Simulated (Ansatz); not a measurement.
A run for Ansatz (a first-principles code): R-PBE/def2-TZVPP on C3H8O (SMILES CCOC), a point of a torsion scan.

Ansatz 0.2 input:
```yaml
crystal:
  periodic: [false, false, false]
  atoms:
    - {symbol: C, position_ang: [0.44159254, -2.08028750, 0.55734199]}
    - {symbol: C, position_ang: [0.55697519, -0.76212794, -0.20651777]}
    - {symbol: O, position_ang: [-0.62173836, -0.40240253, -0.89339689]}
    - {symbol: C, position_ang: [-1.61120708, 0.18339437, -0.08737512]}
    - {symbol: H, position_ang: [1.41145975, -2.35222181, 0.96480562]}
    - {symbol: H, position_ang: [-0.26718369, -1.99643122, 1.37787642]}
    - {symbol: H, position_ang: [0.10576755, -2.86570594, -0.11458022]}
    - {symbol: H, position_ang: [0.85776300, 0.04594194, 0.47680678]}
    - {symbol: H, position_ang: [1.31763732, -0.85964176, -0.98663719]}
    - {symbol: H, position_ang: [-1.22203330, 1.06322589, 0.44105765]}
    - {symbol: H, position_ang: [-2.01413314, -0.52062378, 0.64978435]}
    - {symbol: H, position_ang: [-2.41119150, 0.49035359, -0.75851535]}
basis:
  gaussian:
    orbitals: def2-TZVPP
hamiltonian:
  xc: {name: PBE}
scf: {lower_state_search: off}
```

Predict the final total energy.

-194.1634 hartree.
